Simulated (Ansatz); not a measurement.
# Nudged elastic band run: CH$_{10}$B$_{2}$SSi$_{2}$

Input:

```yaml
crystal:
  periodic: [false, false, false]
  atoms:
    - { symbol: B, position_ang: [-0.804117, -1.450679, -1.553301] }
    - { symbol: Si, position_ang: [0.682727, -0.265316, -1.136332] }
    - { symbol: B, position_ang: [1.976233, -1.008251, 0.135147] }
    - { symbol: S, position_ang: [1.642631, -2.063621, 1.485016] }
    - { symbol: Si, position_ang: [-0.247465, 1.596477, -0.208281] }
    - { symbol: C, position_ang: [-1.113916, 1.244471, 1.42654] }
    - { symbol: H, position_ang: [-1.331397, -2.086758, -0.718279] }
    - { symbol: H, position_ang: [-1.24741, -1.547438, -2.635511] }
    - { symbol: H, position_ang: [1.348889, 0.183241, -2.341365] }
    - { symbol: H, position_ang: [3.106365, -0.721053, 0.031462] }
    - { symbol: H, position_ang: [0.293839, -2.205624, 1.324547] }
    - { symbol: H, position_ang: [0.77721, 2.591841, 0.025369] }
    - { symbol: H, position_ang: [-1.210069, 2.185649, -1.114859] }
    - { symbol: H, position_ang: [-0.426501, 0.811629, 2.164687] }
    - { symbol: H, position_ang: [-1.520191, 2.168356, 1.858453] }
    - { symbol: H, position_ang: [-1.949828, 0.544475, 1.301005] }
basis:
  gaussian: { orbitals: STO-3G }
hamiltonian:
  xc: b3lyp
neb:
  order_check: false
  images: 7
  f_tol: 0.03
  max_iterations: 33
  initial_path: idpp
  final_atoms:
    - { symbol: B, position_ang: [-0.85500621, -1.39075856, -1.57862024] }
    - { symbol: Si, position_ang: [0.6736954, -0.26711228, -1.14328731] }
    - { symbol: B, position_ang: [1.93995824, -1.07782522, 0.11405625] }
    - { symbol: S, position_ang: [1.56722466, -2.14177633, 1.44686055] }
    - { symbol: Si, position_ang: [-0.19204925, 1.60724048, -0.17893279] }
    - { symbol: C, position_ang: [-1.06707655, 1.25261977, 1.45063466] }
    - { symbol: H, position_ang: [-1.40132902, -2.02491808, -0.75412242] }
    - { symbol: H, position_ang: [-1.30474801, -1.4514832, -2.66108153] }
    - { symbol: H, position_ang: [1.35461674, 0.17977453, -2.34072444] }
    - { symbol: H, position_ang: [3.0800529, -0.83153468, 0.01380741] }
    - { symbol: H, position_ang: [0.21436552, -2.23162517, 1.28421696] }
    - { symbol: H, position_ang: [0.86465709, 2.56456793, 0.07061201] }
    - { symbol: H, position_ang: [-1.13642843, 2.24360854, -1.07262741] }
    - { symbol: H, position_ang: [-1.44802135, 2.17997098, 1.89816786] }
    - { symbol: H, position_ang: [-1.92159035, 0.57749442, 1.31443354] }
    - { symbol: H, position_ang: [-0.39132138, 0.78915586, 2.18090488] }
```

Run as:

```bash
$ ansatz run input.yaml --threads 1 --pin off --max-ram 2048MiB --backend cpu --events-out ev --progress --plain --runs-dir out
```

Output, in part (warnings, iteration lines, the closing report on the highest movable image, with atoms numbered from 0):

```
NEB end point (image 0): max|allowed force component| = 3.184e-3 eV/Å (the criterion of neb.relax_end_points is 1.000e-2)
NEB end point (image 8): max|allowed force component| = 9.942e-3 eV/Å (the criterion of neb.relax_end_points is 1.000e-2)
NEB iter   1: max|band force component| = 9.523e-1 eV/Å  barrier→ = 0.1131 eV  barrier← = 0.1132 eV  Δτ_max = 0.1002 Å  (205 SCF iters)
NEB iter   2: max|band force component| = 1.642e-1 eV/Å  barrier→ = 0.0633 eV  barrier← = 0.0633 eV  CI = image 4  Δτ_max = 0.0633 Å  (169 SCF iters)
NEB iter   3: max|band force component| = 8.932e-2 eV/Å  barrier→ = 0.0594 eV  barrier← = 0.0594 eV  CI = image 4  Δτ_max = 0.0267 Å  (175 SCF iters)
NEB iter   4: max|band force component| = 5.576e-2 eV/Å  barrier→ = 0.0558 eV  barrier← = 0.0558 eV  CI = image 4  Δτ_max = 0.0118 Å  (163 SCF iters)
NEB iter   5: max|band force component| = 2.373e-2 eV/Å  barrier→ = 0.0557 eV  barrier← = 0.0557 eV  CI = image 4  Δτ_max = 0.0000 Å  (297 SCF iters)
Total energy: -28812.38748619 eV, -1058.8357103799 hartree
Atom 0 at    -1.094665    -1.127630    -1.642830 Å, force     0.002556    -0.002316    -0.001516 eV/Å
Atom 1 at     0.588894    -0.263359    -1.186833 Å, force     0.002113    -0.000856    -0.004459 eV/Å
Atom 2 at     1.776521    -1.341881    -0.060974 Å, force    -0.006178     0.004427     0.011750 eV/Å
Atom 3 at     1.311495    -2.473418     1.184682 Å, force     0.003193     0.004098    -0.005277 eV/Å
Atom 4 at     0.026322     1.625330    -0.041607 Å, force     0.010105     0.003791    -0.015395 eV/Å
Atom 5 at    -0.837062     1.276305     1.603008 Å, force    -0.010804    -0.002956     0.023731 eV/Å
Atom 6 at    -1.696968    -1.751694    -0.850491 Å, force    -0.000502     0.002165     0.000843 eV/Å
Atom 7 at    -1.583153    -1.030881    -2.705398 Å, force    -0.000884    -0.000333     0.000624 eV/Å
Atom 8 at     1.283340     0.189368    -2.374297 Å, force    -0.000675     0.000241    -0.000112 eV/Å
Atom 9 at     2.935107    -1.229088    -0.184955 Å, force    -0.000272    -0.005865    -0.001802 eV/Å
Atom 10 at    -0.046124    -2.376683     1.072919 Å, force    -0.000572    -0.001070    -0.000864 eV/Å
Atom 11 at     1.218930     2.403735     0.217446 Å, force    -0.001337     0.001311     0.000492 eV/Å
Atom 12 at    -0.840579     2.454188    -0.852183 Å, force    -0.001457    -0.000735     0.001358 eV/Å
Atom 13 at    -0.261899     1.681939     2.444816 Å, force     0.000331    -0.002347    -0.004465 eV/Å
Atom 14 at    -1.831949     1.738116     1.633011 Å, force     0.003428    -0.003054    -0.002709 eV/Å
Atom 15 at    -0.971209     0.203051     1.787982 Å, force     0.000955     0.003500    -0.002196 eV/Å
Dipole moment:    -0.137512    -0.061270     0.160229 e Å
```

The forces met the threshold. A vibrational analysis at the climbing image gives one clearly imaginary mode, 150i cm⁻¹: a first-order saddle point. Limits of this set-up: minimal basis.

Final band (atoms are numbered from 1 in the order of the input):

| image | path coordinate (Å) | energy (eV) | dihedral Si2–Si5–C6–H16 (°) |
| --- | --- | --- | --- |
| 0 | 0.00 | 0.000 | -62 |
| 1 | 0.46 | 0.007 | -48 |
| 2 | 0.92 | 0.026 | -32 |
| 3 | 1.39 | 0.047 | -17 |
| 4 | 1.85 | 0.056 | -1 |
| 5 | 2.30 | 0.047 | 14 |
| 6 | 2.75 | 0.027 | 30 |
| 7 | 3.20 | 0.008 | 44 |
| 8 | 3.64 | 0.000 | 59 |

Run time: 3.1 min on 1 thread of Arm Neoverse V1, on a shared host, peak memory 0.14 GiB.
